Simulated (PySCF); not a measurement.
A side-by-side comparison of computed properties.

First species: C6H9Cl2NO.
SMILES: `C/C(=C\CC(N)=O)C(Cl)Cl`

Second species: C₇H₁₆NP.
InChI=1S/C7H16NP/c1-3-9(8-2)6-4-5-7-9/h3-7H2,1-2H3

Levels: PBE0/pcSseg-1 for HOMO energy, LUMO energy and HOMO–LUMO gap. Geometries: GFN2-xTB. Each structure is a single optimised conformer of the isolated species, non-relativistic unless stated; the electronic structure was computed with PySCF and density fitting.

Dipoles, sizes and rotational constants follow the conformer. The torsions of the flexible species, by atom-mapped SMILES:
- `[CH3:1]/[C:2](=[CH:3]\[CH2:4][C:5]([NH2:6])=[O:7])[CH:8]([Cl:9])[Cl:10]`: C2–C3–C4–C5 96°, C3–C4–C5–N6 -35°, C1–C2–C8–Cl9 -67°, H–N6–C5–C4 7°, H–N6–C5–C4 180°

The conformers of `CCP1(=NC)CCCC1` aren't listed.

Values for the first species:

* HOMO energy: -7.28 eV
* LUMO energy: -0.99 eV
* HOMO–LUMO gap: 6.29 eV

(1) Estimate the same properties for the second species, and the change in each.

Answers

(1) 
| property | first | second | second less first |
| --- | --- | --- | --- |
| HOMO energy | -7.28 eV | -5.60 eV | +1.68 eV |
| LUMO energy | -0.99 eV | 1.05 eV | +2.04 eV |
| HOMO–LUMO gap | 6.29 eV | 6.65 eV | +0.36 eV |

